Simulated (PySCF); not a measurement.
Several molecules and their computed UV-vis stick spectra, shuffled. The calculation used TDDFT PBE0/def2-SVPD, vertical, gas phase, core orbitals frozen in the response (PySCF 2.14.0, density-fitted response routines). Geometries: GFN2-xTB; one conformer of each isolated species. Triplets are in the Tamm–Dancoff approximation.

A. `c1csc(n1)CC`
B. `N#CCC(C#N)C#N`
C. `CC(C)/N=C\C=N/[H]`
D. `C#C[C@H](N)CCN`
E. `CS[Si@@H](F)N[SiH3]`

Lowest singlet levels (six at most, fewer where fewer were computed) with oscillator strengths:

1. 7.53 eV (f 0.004); 7.67 eV (f 0.002); 7.75 eV (f 0.001); 7.95 eV (f 0.013); 8.00 eV (f 0.005); 8.02 eV (f 0.002); T1 6.30 eV
2. 3.43 eV (f 0.002); 4.87 eV (f 0.002); 6.04 eV (f 0.353); 6.65 eV (f 0.006); 6.73 eV (f 0.023); 6.82 eV (f 0.035); T1 2.73 eV
3. 5.41 eV (f 0.001); 5.53 eV (f 0.103); 5.85 eV (f 0.002); 6.39 eV (f 0.047); 6.65 eV (f 0.003); 6.89 eV (f 0.002); T1 3.74 eV
4. 5.51 eV (f 0.000); 6.23 eV (f 0.008); 6.42 eV (f 0.029); 6.52 eV (f 0.040); 6.96 eV (f 0.011); 7.00 eV (f 0.006); T1 5.14 eV
5. 6.24 eV (f 0.009); 6.46 eV (f 0.033); 6.60 eV (f 0.004); 6.80 eV (f 0.005); 6.83 eV (f 0.004); 7.00 eV (f 0.014); T1 5.37 eV

Question: Match each spectrum to its molecule.

Answer: 1 = B, 2 = C, 3 = A, 4 = E, 5 = D.
- A: S1 at 5.41 eV, HOMO-1→LUMO (98%); Löwdin shares by element: HOMO carbon 66% or more, sulfur 14% (atoms not listed hold the other 20%); LUMO carbon 40% or more, sulfur 23%, nitrogen 14% (atoms not listed hold the other 23%); HOMO -7.00 and LUMO -0.72 eV.
- B: S1 at 7.53 eV, HOMO→LUMO (48%), HOMO-3→LUMO (16%), HOMO→LUMO+1 (13%); Löwdin shares by element: HOMO nitrogen 48%, carbon 18% or more (atoms not listed hold the other 34%); LUMO nitrogen 36% or more, carbon 28% or more (atoms not listed hold the other 36%); HOMO -10.36 and LUMO -1.09 eV.
- C: S1 at 3.43 eV, HOMO→LUMO (99%); Löwdin shares by element: HOMO nitrogen 57%, carbon 19% or more (atoms not listed hold the other 24%); LUMO nitrogen 52%, carbon 37% or more; HOMO -7.09 and LUMO -1.92 eV.
- D: S1 at 6.24 eV, HOMO→LUMO (80%), HOMO→LUMO+2 (11%); Löwdin shares by element: HOMO nitrogen 58%, carbon 11% or more, hydrogen 6% or more (atoms not listed hold the other 26%); LUMO carbon 38% or more (atoms not listed hold the other 62%); HOMO -6.83 and LUMO 0.67 eV.
- E: S1 at 5.51 eV, HOMO→LUMO (82%), HOMO→LUMO+1 (12%); Löwdin shares by element: HOMO sulfur 69%, carbon 11%, silicon 7% or more, nitrogen 5%; LUMO silicon 27%, sulfur 27%, hydrogen 8% or more (atoms not listed hold the other 38%); HOMO -7.11 and LUMO -0.26 eV.
A and E have S1 within 0.11 eV of each other; their strongest listed levels stand at 5.53 eV (f 0.103) and 6.52 eV (f 0.040).
